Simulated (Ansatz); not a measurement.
Basis sets compared for W(NH)2(NH2)2 (WN4H6). Total charge 0; singlet. Geometry r2SCAN-D4/def2-SVP. Ansatz on 2 threads of Intel Xeon 6975P-C on a shared host; times are rough, and most runs start from earlier orbitals.

```xyz
11

N     1.8398   -0.0948   -0.4083
N    -0.2875    1.7037    0.7583
N    -0.3050   -1.2384    1.3530
N    -0.9029   -0.0135   -1.6255
W     0.1428    0.1480    0.0322
H     2.8233    0.1415   -0.5086
H    -0.1363    2.6436    1.1147
H    -0.9919   -1.1258    2.0937
H     0.1874   -2.1227    1.4471
H    -0.5954   -0.5194   -2.4517
H    -1.7744    0.4777   -1.8050
```

In the def2 sets W takes a core potential; there is no spin–orbit coupling. Another isomer (singlet) lies 0.06 eV lower at PBE0-D4/def2-TZVP; other spin states weren't run for this one.

```tsv
level	functions	energy (Eh)	HOMO (eV)	LUMO (eV)	wall time
PBE-D4/def2-SVP	118	-289.4508	-5.20	-0.94	1.1 s
PBE0-D4/def2-SVP	118	-289.3835	-6.52	-0.12	1.4 s
```

(1) Estimate the rows for PBE-D4/def2-TZVP (with forces), PBE0-D4/def2-TZVP.

## Answers

(1) 
| level | functions | energy (Eh) | HOMO (eV) | LUMO (eV) | wall time |
| --- | --- | --- | --- | --- | --- |
| PBE-D4/def2-TZVP (with forces) | 200 | -289.7301 | -5.36 | -1.12 | 2.1 s |
| PBE0-D4/def2-TZVP | 200 | -289.6631 | -6.65 | -0.28 | 2.4 s |
